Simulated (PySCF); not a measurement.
MO2- across group 13

Level: PBE0, basis family def2-TZVPD, scalar-relativistic core potentials from Rb on and no relativity for lighter atoms.

Each entry is the lowest minimum that a search over a few typed start shapes (and spin states, where more than one is plausible) found, or that minimum re-optimised at the stated level; isomers with ligand–ligand bonds, or fragments after loss of a ligand pair, can lie lower. Open shells are unrestricted; no spin–orbit coupling; PySCF with density fitting.

```
molecule  2S+1  point group  mean bond to the central atom (Å)  distinct angles (°)  gap (eV)
    BO₂⁻     1          D∞h                              1.261                  180      5.81
   AlO₂⁻     1          D∞h                              1.630                  180      4.92
   GaO₂⁻     1          D∞h                              1.684                  180      5.04
   InO₂⁻     1          D∞h                              1.869                  180      4.52
   TlO₂⁻     1          D∞h                              1.911                  180      4.57
```

The bond lengthens at every step; the largest change, 0.369 Å, falls between BO₂⁻ and AlO₂⁻ among the members listed.

Spin–orbit coupling can matter for TlO₂⁻.

Left out of the table are members whose search was unfinished or whose lowest solution was spin-contaminated, unstable, very soft or bonded differently.
